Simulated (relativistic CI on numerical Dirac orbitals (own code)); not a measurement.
# What each ingredient does to the levels of W²¹⁺

Base calculation: Dirac-Coulomb-Breit CI, separate exchange-only KLI orbitals for each configuration, model QED, unscaled Slater integrals.

Configuration list (outside the closed core [Ar] 3d10 4p6 4d10): 4s2 4f7, 4s2 4f6 5s, 4s2 4f5 5s2, 4s2 4f6 6s, 4f9. Levels of other configurations are missing.

Variants: (1) non-relativistic limit; (2) only the first configuration. Shifts of the energy above 4s2 4f7 8S°_7/2, in cm⁻¹, for the lowest level and the first level of each name with at least 55 % of one term (blank where a level changes its place among those of its configuration and J or its character, or is not in the variant):

| Level | Base | Δ(1) | Δ(2) |
| --- | --- | --- | --- |
| 4s2 4f7 8S°_7/2 | 0.0 | 0.0 | 0.0 |
| 4s2 4f7 6P°_5/2 | 69822.2 | +7032.2 | +100.6 |
| 4s2 4f7 6I°_7/2 | 73814.6 | +7640.1 | +31.3 |
| 4s2 4f7 6P°_3/2 | 73879.4 | +2975.1 | +109.4 |
| 4s2 4f7 6I°_9/2 | 77007.8 | +4446.8 | +17.0 |
| 4s2 4f7 6I°_17/2 | 77596.7 | +3857.9 | +8.1 |
| 4s2 4f7 6I°_11/2 | 79654.9 | +1799.8 | +6.0 |
| 4s2 4f7 6I°_15/2 | 80731.1 | +723.6 | -0.4 |
| 4s2 4f7 6I°_13/2 | 80873.3 | +581.4 | +1.4 |
| 4s2 4f7 6D°_9/2 | 86542.9 | +4642.4 | +19.5 |
| 4s2 4f7 6D°_1/2 | 94747.6 | -3562.2 | -8.8 |
| 4s2 4f7 6D°_3/2 | 96267.3 | -5081.9 | +28.6 |
| 4s2 4f7 6G°_13/2 | 115866.3 | +5993.2 | +33.9 |
| 4s2 4f7 4N°_19/2 | 120337.1 | +5111.6 | +13.8 |

At this charge energies of transitions that change n are usually good to better than 1 %, and those within a shell (Δn = 0) to a few per cent. Terms inside the open d or f shell come out 10 to 20 % too wide with unscaled integrals.

Ionisation energy from the two ground configurations alone: base 593.467 eV. The NIST ASD value (semi-empirical) is 594.5 eV.

LS names give the leading component of a level, which can be under half, so a name can repeat, a term be missing and a line seem to break the LS rules.
